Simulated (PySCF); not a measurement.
A structure optimised at PBE0-D3(BJ)/def2-SVP, used in a PySCF frequency run:

```
C
F 1 1.3647
H 1 1.1033 2 108.93
C 1 1.5037 3 114.92 2 134.09
C 4 1.3421 1 93.69 3 103.87
H 5 1.0922 4 134.32 1 -172.71
H 4 1.0922 5 134.32 6 6.44
C 5 1.5037 6 131.98 4 178.86
F 8 1.3647 5 117.40 6 54.76
H 8 1.1033 9 108.93 5 132.80
```
Charge 0, spin multiplicity 1.

Write its SMILES, formula and point group.

F[C@@H]1C=C[C@H]1F, C4H4F2, C2

What are its rotational constants (standard atomic weights)?

5.6674, 3.4163, 2.3528 GHz
